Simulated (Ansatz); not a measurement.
F$_{4}$MoO (SMILES [O]=[Mo]([F])([F])([F])[F]), singlet, geometry from GFN2-xTB (such geometries of metal compounds can be far from the true shape) (core potentials on Mo). Base run: PBE/def2-SV(P) in Ansatz (a program for electronic structure).

Input for Ansatz:
Ansatz 0.2 input:
```yaml
crystal:
  periodic: [false, false, false]
  atoms:
    - {symbol: Mo, position_ang: [0.06147091, -0.03387881, 0.05793728]}
    - {symbol: O, position_ang: [1.14984763, -0.63372208, 1.08374922]}
    - {symbol: F, position_ang: [-1.12609422, 0.62063073, -1.06136126]}
    - {symbol: F, position_ang: [0.00314904, 1.59071839, 0.78506936]}
    - {symbol: F, position_ang: [1.03705102, -0.28749738, -1.41017703]}
    - {symbol: F, position_ang: [-1.22305687, -1.20244210, 0.45276230]}
basis:
  gaussian:
    orbitals: def2-SV_P_.json
hamiltonian:
  xc: pbe
```
The basis file holds def2-SV(P) in the JSON format of the Basis Set Exchange.

The base run was repeated with changes; each row names its change, and settings that it needs were set with it.

| change | ΔE vs base (eV) |
|---|---|
| base | 0.00 |
| occupation = up:A':20 A'':9 down:A':20 A'':9 | 0.00 |
| occupation = up:A':19 A'':10 down:A':19 A'':10 | 12.96 |
| occupation = up:A':21 A'':8 down:A':21 A'':8 | 14.20 |
| symmetry_tolerance_ang = 0.01 | 0.00 |
